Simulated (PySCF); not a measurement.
# Radial density of Ge²⁺ (germanium, charge +2)

UHF, [Ar] 3d10 4s2, closed-shell 1S. Calculation: PySCF 2.14, in x2c-SVPall (5s4p3d, 32 functions); the spin-free X2C one-electron Hamiltonian (Gaussian nucleus).

```tsv
r (bohr)	4πr²ρ (e/bohr)
0.000690	0.1973
0.00116	0.5353
0.00195	1.372
0.00328	3.246
0.00552	7.405
0.00929	15.44
0.0156	27.62
0.0263	38.17
0.0442	36.82
0.0743	31.79
0.125	43.88
0.210	36.35
0.354	23.11
0.595	27.74
1.00	9.574
1.68	2.065
2.83	0.4794
4.76	0.008490
8.01	1.021e-05
```

Densities and radii are taken from the X2C orbitals without a picture-change correction, which distorts them close to the nucleus.
